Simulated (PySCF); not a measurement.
# Computed properties of Ga(Br)2(OH) (Br₂GaHO), SMILES [OH][Ga]([Br])[Br]

Ga(Br)2(OH) (Br₂GaHO), SMILES [OH][Ga]([Br])[Br]. Coordinates come from a PBE0-D3(BJ)/def2-SVP optimisation. The structure was generated by enumeration; whether it is a known compound was not checked. Other conformers were not sampled. All values are computed for the isolated molecule unless a solvent is named; none is compared with measurement here.

**Structure.** The optimised structure has Cs symmetry. All 9 harmonic modes at PBE0-D3(BJ)/def2-SVP (PySCF) are real, so it is a minimum. With heavy atoms numbered as in [Ga:1]([Br:2])([Br:3])[OH:4], the shortest bond between them is Ga1–O4 at 1.767 Å and the longest Ga1–Br2 at 2.273 Å.

**Vibrations.** The strongest infrared lines (harmonic, unscaled, degenerate partners summed) lie at 350 cm⁻¹ (114 km/mol, H 91 %, O 8 %), 733 cm⁻¹ (107 km/mol, O 80 %, Ga 19 %), 3899 cm⁻¹ (104 km/mol, H 94 %). The softest mode is at 87 cm⁻¹ and the zero-point energy is 9.7 kcal/mol.

**Electronic structure.** M06-2X/def2-TZVP (PySCF) places the frontier levels at -9.95 and -0.89 eV, a gap of 9.06 eV, and gives a dipole moment of 1.34 D and a mean polarisability of 66.9 bohr³. PBE/def2-TZVP (PySCF) at the same geometry gives -7.41 and -2.68 eV, so its gap is 4.33 eV narrower. An orbital gap is neither the optical nor the fundamental gap.

**Excitations.** TDA-ωB97X/def2-SVPD (PySCF) has S1 at 6.03 eV (205 nm, f = 0.031, weak); the most intense of the 10 singlets computed lies at 7.33 eV (f = 0.08). T1 (TDA) is at 5.57 eV, 0.46 eV under S1. TDA-PBE/def2-SVPD (PySCF) puts S1 at 4.80 eV. No vertical singlet excitation falls in the visible range (under 3.1 eV).

**NMR.** GIAO shifts at HF/pcSseg-1 (PySCF) (non-relativistic, atoms alike by connectivity averaged): ¹H at 2.6 ppm against TMS. Without spin–orbit terms, shifts of atoms bonded to Cl or Br come out too high.
